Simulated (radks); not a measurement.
Results of a calculation; reference values are marked as such.
Species: a nucleus of charge 50.6 with 50 electrons. Configuration: [Kr] 4d10 5s2 5p2.

Level of theory: scalar-relativistic Kohn-Sham, LDA (Slater exchange, Perdew-Wang correlation), spin-polarised, spherical densities, finite nucleus; open shells are filled with parallel spins first (spin-orbit coupling, left out, can overturn this in heavy ions); Fermi nuclear charge, rms radius 4.6802 fm (a radial shooting solver on a logarithmic mesh with Libxc functionals).

Energy parts (eV):
| part | energy |
|---|---|
| total | -172873.479 |
| kinetic | 180623.060 |
| electron-nucleus | -417980.163 |
| Hartree | 68902.193 |
| exchange-correlation | -4418.569 |

Orbitals (lengths in bohr, moments of r in powers of bohr; r(max) is where P^2 peaks):
orbital  occ.  eigenvalue (eV)   r(max)     <r^2>      <r>   <1/r>
1s up       1        -29753.50  0.01854  0.001115  0.02870   53.77
1s down     1        -29753.46  0.01854  0.001115  0.02870   53.77
2s up       1        -4518.358   0.1047   0.01809   0.1239   12.28
2s down     1        -4518.337   0.1047   0.01809   0.1239   12.28
2p up       3        -4059.460  0.08381   0.01428   0.1081   11.80
2p down     3        -4059.426  0.08381   0.01428   0.1081   11.80
3s up       1        -883.6304   0.3033    0.1280   0.3346   4.367
3s down     1        -883.5899   0.3033    0.1280   0.3346   4.367
3p up       3        -733.8418   0.2966    0.1284   0.3327   4.159
3p down     3        -733.7977   0.2966    0.1284   0.3327   4.159
3d up       5        -503.6819   0.2467    0.1135   0.3093   3.930
3d down     5        -503.6414   0.2467    0.1135   0.3093   3.930
4s up       1        -147.2365   0.7311    0.7275   0.8017   1.737
4s down     1        -147.1487   0.7311    0.7271   0.8015   1.737
4p up       3        -101.4951   0.7719    0.8569   0.8658   1.579
4p down     3        -101.3929   0.7719    0.8554   0.8652   1.580
4d up       5         -35.2525   0.8624     1.332    1.060   1.262
4d down     5         -35.0360   0.8619     1.315    1.054   1.267
5s up       1         -17.0697    1.926     5.689    2.240  0.5766
5s down     1         -15.9205    1.908     5.657    2.230  0.5815
5p up       2          -9.0728    2.348     9.094    2.817  0.4525
5p down     0          -7.8799    2.338     9.491    2.866  0.4481

The highest occupied level is 5p up at -9.073 eV. Spin moment in Bohr magnetons: 2. Summed over all electrons, <r^2> = 51.65 bohr^2, which gives a Langevin (diamagnetic) susceptibility term of -40.9 x 10^-6 cm^3/mol. The electron density at the nucleus is 2.066e+05 e/bohr^3 (large components only). The density falls to 0.001 e/bohr^3 at r = 4.42 bohr. The spin density at the nucleus is -1.494 e/bohr^3 (1s -0.147, 2s 0.040, 3s -0.004, 4s -0.029, 5s -1.354).
